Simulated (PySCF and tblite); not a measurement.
Values are calculated unless marked as measured or tabulated.
System: C7H9N, numbered as in [CH:1]#[C:2][C@H:3]1[CH:4]=[CH:5][CH2:6][NH:7][CH2:8]1.

The path came from a restrained scan, a climbing-image band and a saddle search at GFN2-xTB; energies are PBE0/pcSseg-1 + D3(BJ)//GFN2-xTB, thermal terms GFN2-xTB. Rate constants are transition-state-theory values, counting equivalent paths, without tunnelling. (PySCF 2.14 with density fitting, tblite 0.8.)

(1) Estimate the barrier and the room-temperature rate of the pyramidal inversion at N7.

Results:

(1) The electronic barrier is 4.9 kcal/mol and ΔG‡(298 K) 3.5 kcal/mol, over a C1 saddle with an imaginary mode of 642i cm⁻¹ (GFN2-xTB). With 1 equivalent path, k is 1.7×10¹⁰ s⁻¹, a mean lifetime of the start of 60 ps against this motion. The end lies 1.6 kcal/mol above the start in free energy.
